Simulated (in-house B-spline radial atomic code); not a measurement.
Successive ionisation energies of mercury; each step leads to the configuration of the next row (after the last: [Xe] 4f14 5d3). Dirac energy differences include first-order Breit, QED and recoil terms. NIST's values go from ground level to ground level; the uncertainty of those that are theory runs from under 0.1 % in few-electron ions to several per cent in heavy many-electron ones. Computed with an all-electron radial atomic-structure program (B-spline basis): Dirac-Hartree-Fock, average of the configuration, finite nuclei.

```tsv
ion	configuration	ionisation energy (eV)	tabulated value (eV)	tabulated kind	computed minus tabulated (eV)	highest orbital	largest mean radius (bohr)
Hg	[Xe] 4f14 5d10 6s2	8.51	10.4375	measured	-1.92	6s1/2	2.8434
Hg+	[Xe] 4f14 5d10 6s1	17.09	18.75688	measured	-1.66	6s1/2	2.6127
Hg2+	[Xe] 4f14 5d10	33.74	34.49	measured	-0.75	5d5/2	1.449
Hg3+	[Xe] 4f14 5d9	48.15	48.55	measured	-0.40	5d5/2	1.3935
Hg4+	[Xe] 4f14 5d8	63.47	61.2	measured	2.27	5d5/2	1.3475
Hg5+	[Xe] 4f14 5d7	79.61	76.6	measured	3.01	5d5/2	1.308
Hg6+	[Xe] 4f14 5d6	96.47	93	measured	3.47	5d5/2	1.2732
Hg7+	[Xe] 4f14 5d5	114.01	113.9	tabulated theory	0.11	5d5/2	1.2421
Hg8+	[Xe] 4f14 5d4	132.18	134	tabulated theory	-1.82	5d5/2	1.2139
```

Where is the largest jump?

From Hg to Hg+, by a factor of 2.01 (8.5138 to 17.093 eV); the highest orbital goes from 6s1/2 to 6s1/2.

Where a p, d or f electron is removed, the computed value is a mean over both j, so it misses the tabulated one by a part of the spin-orbit splitting; averaging over terms and missing correlation add to the gap, relatively most at low charge.
